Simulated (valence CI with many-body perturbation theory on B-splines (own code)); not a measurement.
**Tc XXII: magnetic and hyperfine properties of the levels**

Computed by relativistic CI+MBPT: four valence electrons over a frozen Dirac-Fock core [Ar], a basis of 9 s, 9 p, 10 d, 8 f, 5 g, 3 h, 1 i functions for each j, with the one-electron correlation potential Σ1 (screened to all orders), the two-electron term Σ2, the three-electron term Σ3, Breit, model QED; selected single and double excitations, second order for the rest (own B-spline code, finite nucleus).

No measured spectrum was set against this ion. As an estimate, terms of the open shell hold to 2 to 4 % of their energy, and close levels can change places. Core correlation moves these levels by up to 9700 cm⁻¹, and in measured spectra 5 to 20 % of such shifts remained as error; rates that hang on mixing are uncertain with them. Only levels of the ground parity were solved; by the run's estimate the other parity begins above the list, which can be wrong where configurations are misplaced.

A/g_I is the dipole constant over the nuclear g factor μ/I (μ in nuclear magnetons, uniformly magnetised nucleus), B/Q the quadrupole constant per barn. Both hold the static response of the core; the bare values leave it out. Large factors of s and p1/2 electrons are usually good to 5 to 10 %; those of open d and f shells near neutrality can be off by tens of per cent, and small factors of p3/2, d and f electrons come from cancelling terms and can be off by a factor of two or in sign, in half-filled shells by more. B is blank for J = 1/2, where it vanishes, and for nearly pure S terms. Energies count from the lowest level. Levels with J = 0 are left out.

Names give the largest LS component (configuration and term), which can be under half, so a name can repeat, a term be missing and a line seem to break the LS rules; names also repeat where a configuration has a term twice. Letters in brackets count levels of one name in rising energy.

| Level | E (cm⁻¹) | g | A/g_I (MHz) | A/g_I bare | B/Q (MHz/b) | B/Q bare |
| --- | --- | --- | --- | --- | --- | --- |
| 3d4 5D_1 | 12704 | 1.497 | 156 | 527 | 3310 | 3390 |
| 3d4 5D_2 | 25180 | 1.483 | 2010 | 2360 | 2370 | 2420 |
| 3d4 5D_3 | 35969 | 1.471 | 3510 | 3850 | -2050 | -2110 |
| 3d4 5D_4 | 44525 | 1.444 | 4840 | 5150 | -9090 | -9330 |
| 3d4 3H_4 | 84075 | 0.940 | 7810 | 7800 | 3840 | 3940 |
| 3d4 3G_3 | 101100 | 0.899 | 8100 | 8070 | 1040 | 1060 |
| 3d4 3H_5 | 102830 | 1.066 | 7050 | 7120 | 6510 | 6680 |
| 3d4 3P_1 [a] | 103010 | 1.417 | 4700 | 5000 | -499 | -520 |
| 3d4 3F_2 [a] | 105020 | 0.757 | 8270 | 8160 | 1820 | 1870 |
| 3d4 3H_6 | 111000 | 1.131 | 7080 | 7200 | 6140 | 6300 |
| 3d4 3G_4 [a] | 120640 | 1.060 | 6860 | 6930 | -2390 | -2450 |
| 3d4 3P_2 [a] | 127490 | 1.334 | 4870 | 5120 | 408 | 412 |
| 3d4 3G_4 [b] | 128100 | 1.096 | 6780 | 6870 | -645 | -663 |
| 3d4 3F_3 [a] | 134780 | 1.027 | 7040 | 7090 | -334 | -345 |
| 3d4 3D_3 | 143000 | 1.228 | 5430 | 5610 | 1770 | 1810 |
| 3d4 3G_5 | 146990 | 1.162 | 6010 | 6140 | -4160 | -4270 |
| 3d4 3P_2 [b] | 152110 | 1.174 | 7460 | 7600 | 2570 | 2640 |
| 3d4 1I_6 | 157800 | 1.030 | 7210 | 7260 | 9540 | 9790 |
| 3d4 3D_1 | 158920 | 0.591 | 10100 | 9850 | 2200 | 2250 |
| 3d4 1G_4 [a] | 178160 | 1.059 | 6090 | 6160 | -64.4 | -58.1 |
| 3d4 1D_2 [a] | 189660 | 1.085 | 6960 | 7040 | 2400 | 2460 |
| 3d4 1F_3 | 199160 | 1.041 | 6820 | 6880 | 9060 | 9290 |
| 3d4 3P_2 [c] | 219100 | 1.372 | 4650 | 4930 | 2790 | 2870 |
| 3d4 3F_4 | 227540 | 1.203 | 5120 | 5280 | 5770 | 5920 |
| 3d4 3F_2 [b] | 236560 | 0.776 | 9570 | 9450 | 7940 | 8140 |
| 3d4 3F_3 [b] | 240050 | 1.070 | 7360 | 7430 | 9410 | 9640 |
| 3d4 3P_1 [b] | 244460 | 1.487 | 1250 | 1610 | -3060 | -3130 |
| 3d4 1G_4 [b] | 260080 | 1.031 | 7600 | 7650 | 4950 | 5080 |
| 3d4 1D_2 [b] | 325690 | 0.998 | 7180 | 7220 | -11600 | -11900 |

Q: Take the isotope of mass number 99, with I = 9/2, μ = 5.678 μN and Q = -0.129 b. What is the hyperfine structure of 3d4 3H_5?

A: From the table A = 8900 MHz, B = -840 MHz. Shifts from the centre of gravity in MHz: F = 1/2: -241000, F = 3/2: -227000, F = 5/2: -205000, F = 7/2: -174000, F = 9/2: -133000, F = 11/2: -84400, F = 13/2: -26500, F = 15/2: 40200, F = 17/2: 116000, F = 19/2: 200000.
